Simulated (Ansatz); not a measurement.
Cost and result up the ladder for the cluster Ca4Se3 (the lowest singlet isomer of a short search) (7 atoms). Total charge 0; singlet. Geometry: PBE-D4/def2-SVP.

```xyz
7

Ca    2.2024   -0.4439    0.7163
Ca    0.0493    2.3569   -0.0131
Ca   -1.4077   -0.8433    0.9074
Ca    0.2345   -0.4218   -2.3083
Se   -1.9615    0.8829   -1.2284
Se    0.3333    0.8539    2.3009
Se    0.5497   -2.3848   -0.3747
```

Ansatz on 4 threads of Arm Neoverse V1 on a shared host. Times are rough, and most runs start from the orbitals of an earlier one. PBE0-D4/def2-TZVP serves as the yardstick here, not as an exact answer. Differences are given only for rows in sets of like size (and for xTB, whose basis is part of the method), since another set adds its own error. Binding counts from free atoms at the same level (Ca singlet, Se triplet; other spins of the atoms weren't run), without zero-point energy or a counterpoise term.

Correlated methods freeze 47 core orbitals; core or outer-core shells of Ca, Se are correlated, in sets that lack core-valence functions. The structure comes from a short search, and lower isomers may exist.

Correlated methods converge slowly with the basis.

```csv
level,functions,binding energy per atom (eV),difference from PBE0-D4/def2-TZVP (eV)
PBE0-D4/def2-TZVP,288,3.00,0.00
PBE-D4/def2-SVP,192,3.13,–
BHLYP-D4/def2-TZVP,288,2.81,-0.20
revPBE-D4/def2-TZVP,288,2.96,-0.05
PBE0-D4/def2-SVP,192,3.05,–
BLYP-D4/def2-TZVP,288,2.86,-0.14
PBE-D4/def2-TZVP (with forces),288,3.07,0.07
RPA@PBE/def2-TZVP,288,2.28,-0.72
r2SCAN-D4/def2-TZVP,288,3.18,0.18
```

Task: Estimate how long each takes.

Result: PBE-D4/def2-SVP 5.5 s; BLYP-D4/def2-TZVP 10 s; revPBE-D4/def2-TZVP 10 s; PBE0-D4/def2-SVP 11 s; PBE-D4/def2-TZVP (with forces) 12 s; BHLYP-D4/def2-TZVP 21 s; r2SCAN-D4/def2-TZVP 25 s; RPA@PBE/def2-TZVP 26 s; PBE0-D4/def2-TZVP 28 s. On shared hardware such times vary by a factor of up to 3.
